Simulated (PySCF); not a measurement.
PySCF 2.14 output of an unrestricted r2SCAN calculation on a single atom or ion in x2c-TZVPPall, with scalar relativity by spin-free X2C-1e:

```
SCF conv_tol = 1e-09
number electrons alpha = 3  beta = 1
    J. W. Furness, A. D. Kaplan, J. Ning, J. P. Perdew, and J. Sun.,  J. Phys. Chem. Lett. 11, 8208-8215 (2020)
    J. W. Furness, A. D. Kaplan, J. Ning, J. P. Perdew, and J. Sun.,  J. Phys. Chem. Lett. 11, 9248-9248 (2020)
    J. W. Furness, A. D. Kaplan, J. Ning, J. P. Perdew, and J. Sun.,  J. Phys. Chem. Lett. 11, 8208-8215 (2020)
    J. W. Furness, A. D. Kaplan, J. Ning, J. P. Perdew, and J. Sun.,  J. Phys. Chem. Lett. 11, 9248-9248 (2020)
cycle= 1 E= -14.5714422440105  delta_E= -0.00109  |g|= 0.00345  |ddm|= 0.051
cycle= 2 E= -14.5714503123238  delta_E= -8.07e-06  |g|= 0.00041  |ddm|= 0.00621
cycle= 3 E= -14.5714504237673  delta_E= -1.11e-07  |g|= 7.35e-05  |ddm|= 0.00117
cycle= 4 E= -14.571450426239  delta_E= -2.47e-09  |g|= 2.78e-06  |ddm|= 0.000127
cycle= 5 E= -14.571450426246  delta_E= -6.98e-12  |g|= 2.36e-07  |ddm|= 7.63e-06
converged SCF energy = -14.571450426246  <S^2> = 2.0000052  2S+1 = 3.0000035
```

The run itself started from symmetry-adapted Hartree-Fock orbitals and held the occupation by maximum overlap, on a logarithmic radial grid, so the iterations belong to that start.

Task: Which element, charge and spin multiplicity is this?

Result: Be (beryllium, neutral), multiplicity 3; the state was [He] 2s1 2p1, high-spin 3P determinant (an excited configuration).
